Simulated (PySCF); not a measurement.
F$_{2}$Sn, triplet, at a GFN2-xTB geometry (such geometries of metal compounds can be far from the true shape) (the spin is typed, not shown lowest) (core potentials on Sn). Base run: PySCF with PBE0/def2-SV(P).

Input for PySCF:
```python
from pyscf import gto, scf, dft

mol = gto.Mole()
mol.atom = '''
    Sn    0.011433   -0.006249    0.271993
    F     0.940557    1.785743   -0.755780
    F    -1.004071   -1.751029   -0.755294
'''
mol.basis = 'def2-sv(p)'
mol.ecp = {'Sn': 'def2-sv(p)'}
mol.charge = 0
mol.spin = 2
mol.verbose = 3
mol.build()

mf = dft.UKS(mol)
mf.xc = 'pbe0'
mf.kernel()
mf.analyze()
```

Variants of this job, named by their change:

```json
[
 {"change": "base", "ΔE vs base (mEh)": "0.000", "dipole (D)": "2.80", "outcome": "converged"},
 {"change": "auxbasis = autoaux", "ΔE vs base (mEh)": "-0.029", "dipole (D)": "2.80", "outcome": "converged"},
 {"change": "auxbasis = def2-svp-ri", "ΔE vs base (mEh)": "-", "dipole (D)": "-", "outcome": "stopped with an error"},
 {"change": "auxbasis = cc-pvdz-jkfit", "ΔE vs base (mEh)": "-", "dipole (D)": "-", "outcome": "stopped with an error"},
 {"change": "exchange = seminumerical (SGX) (with mf = sgx.sgx_fit(mf, auxbasis='def2-universal-jfit'); with mf.with_df.dfj = True)", "ΔE vs base (mEh)": "-0.092", "dipole (D)": "2.80", "outcome": "converged"},
 {"change": "auxbasis = cc-pvtz-ri", "ΔE vs base (mEh)": "-", "dipole (D)": "-", "outcome": "stopped with an error"},
 {"change": "auxbasis = even-tempered beta=2.0", "ΔE vs base (mEh)": "-0.243", "dipole (D)": "2.80", "outcome": "converged"},
 {"change": "auxbasis = even-tempered beta=1.6", "ΔE vs base (mEh)": "0.020", "dipole (D)": "2.80", "outcome": "converged"},
 {"change": "auxbasis = def2-tzvp-ri", "ΔE vs base (mEh)": "-", "dipole (D)": "-", "outcome": "stopped with an error"},
 {"change": "auxbasis = cc-pvqz-jkfit", "ΔE vs base (mEh)": "-", "dipole (D)": "-", "outcome": "stopped with an error"}
]
```

A fitting set is made for a task (jfit for Coulomb, jkfit for Coulomb and exchange, ri for correlation) and for a family of orbital bases.

Open shells are given as the SCF converged; they aren't shown to be the lowest states, and a large step between rows can be another state.

- auxbasis = def2-svp-ri: ended with `pyscf.lib.exceptions.BasisNotFoundError: Basis set not found for Sn in def2-svp-ri`
- auxbasis = cc-pvdz-jkfit: ended with `pyscf.lib.exceptions.BasisNotFoundError: Basis set not found for Sn in cc-pvdz-jkfit`
- auxbasis = cc-pvtz-ri: ended with `pyscf.lib.exceptions.BasisNotFoundError: Basis set not found for Sn in cc-pvtz-ri`
